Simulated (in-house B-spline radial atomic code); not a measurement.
Configurations of Hg⁷⁺, with energies counted from [Xe] 4f14 (5d3/2)4 (5d5/2)1. All numbers are computed (Dirac-Hartree-Fock, average of each configuration as written; Fermi nucleus of rms radius 5.4648 fm) with an all-electron radial atomic-structure program (B-spline basis), not measured. Energies include first-order Breit, QED and recoil terms.

Occupations are held fixed; configurations that lie above the ionisation limit could autoionise.

```csv
configuration,E - E(ref) (eV),highest orbital,its <r> (bohr)
[Xe] 4f14 (5d5/2)4 (5g9/2)1,88.013,5g9/2,3.302
[Kr] 4d10 4f14 5s2 (5p1/2)2 (5p3/2)3 (5d5/2)5 (6f5/2)1,151.52,6f5/2,3.659
[Kr] 4d10 4f14 5s2 (5p1/2)2 (5p3/2)3 (5d5/2)5 (5g9/2)1,153.09,5g9/2,3.288
[Kr] 4d10 4f14 5s2 (5p1/2)2 (5p3/2)3 (5d3/2)4 (5d5/2)1 (7g7/2)1,156.2,7g7/2,7.659
[Xe] (4f5/2)5 (4f7/2)8 (5d3/2)4 (5d5/2)1 8s1,188.69,8s1/2,5.044
[Xe] (4f5/2)5 (4f7/2)8 (5d3/2)3 (5d5/2)2 (8p3/2)1,195.65,8p3/2,5.592
[Xe] (4f5/2)6 (4f7/2)7 (5d3/2)2 (5d5/2)3 (9g9/2)1,212.32,9g9/2,13.58
```

Q: Order these further configurations by energy, lowest first.
A. [Xe] (4f5/2)5 (4f7/2)8 (5d3/2)3 (5d5/2)3
B. [Xe] 4f14 (5d3/2)1 (5d5/2)3 (6f5/2)1
C. [Xe] (4f5/2)5 (4f7/2)8 (5d3/2)4 (5d5/2)1 (7p1/2)1
D. [Xe] 4f14 (5d3/2)1 (5d5/2)4
E. [Xe] (4f5/2)5 (4f7/2)8 (5d5/2)5 (7d3/2)1

A: D (7.9544 eV), B (84.158 eV), A (108.82 eV), C (175.88 eV), E (196.56 eV).

Q: How far above the reference does [Xe] 4f14 (5d3/2)4 (7p1/2)1 lie?

A: 67.219 eV; its least bound orbital is 7p1/2 with <r> = 3.571 bohr.

Q: How far above the reference does [Xe] 4f14 (5d3/2)2 (5d5/2)3 lie?

A: 5.6555 eV; its least bound orbital is 5d5/2 with <r> = 1.242 bohr.
